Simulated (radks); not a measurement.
Spin polarisation of the 6p3 shell in neutral bismuth. Start: [Hg] 6p(up 1.5, down 1.5); electrons of 6p are moved from spin down to spin up, other shells keep equal spins. Method: scalar-relativistic Kohn-Sham, PBE, spin-polarised, spherical densities, finite nucleus; Fermi nuclear charge, rms radius of each element as measured or else 0.836 A^(1/3) + 0.57 fm; computed with a radial shooting solver on a logarithmic mesh with Libxc functionals.

\begin{tabular}{lrrrrrr}
moment (Bohr magnetons) & E - E(0) (eV) & e(6p up) (eV) & e(6p down) (eV) & 6s down minus up (eV) & 5d down minus up (eV) & 5p down minus up (eV) \\ \hline
0 & 0.000 & -4.573 & -4.573 & 0.000 & 0.000 & 0.000 \\
0.75 & -0.084 & -4.778 & -4.331 & 0.386 & 0.075 & 0.023 \\
1.5 & -0.336 & -4.948 & -4.052 & 0.775 & 0.151 & 0.047 \\
2.25 & -0.756 & -5.082 & -3.739 & 1.166 & 0.229 & 0.070 \\
3 & -1.344 & -5.181 & -3.360 & 1.555 & 0.310 & 0.094 \\
\end{tabular}

At moment 3 the spin-polarisation energy is -1.344 eV and the 6p exchange splitting 1.820 eV, that is 0.607 eV per Bohr magneton; E = -I m^2/4 would give I = 0.597 eV.
